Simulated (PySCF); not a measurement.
CH₆O₃Si.

```xyz
11

C      0.0000     0.0000    -1.8449
Si     0.0000     0.0000     0.0070
O     -1.5445    -0.2427     0.5848
O      0.5621     1.4589     0.5848
O      0.9824    -1.2162     0.5848
H     -0.7771     0.6765    -2.2339
H      0.9744     0.3347    -2.2339
H     -0.1974    -1.0112    -2.2339
H     -1.6351    -0.9694     1.2121
H     -0.0220     1.9007     1.2121
H      1.6570    -0.9313     1.2121
```
Charge 0, spin multiplicity 1.

Geometry: B3LYP-D3(BJ)/def2-SVP. The geometry has at least one imaginary mode, so it is a saddle point at that level. The values are those of a single conformer.

All values below come from PBE/pcSseg-1 run with PySCF. Non-relativistic, no solvent.

Computed absolute GIAO shielding of each atom: isotropic value and principal components (ppm):
```csv
atom,σ(iso),σ11,σ22,σ33,span
C1,184.2,181.3,181.3,190.0,8.7
Si2,354.7,336.7,336.7,390.6,53.9
O3,262.3,231.1,245.3,310.5,79.4
O4,262.3,231.1,245.3,310.5,79.4
O5,262.3,231.1,245.3,310.5,79.4
H6,31.1,26.9,28.7,37.6,10.7
H7,31.1,26.9,28.7,37.6,10.7
H8,31.1,26.9,28.7,37.6,10.7
H9,29.6,22.4,24.5,41.9,19.5
H10,29.6,22.4,24.5,41.9,19.5
H11,29.6,22.4,24.5,41.9,19.5
```
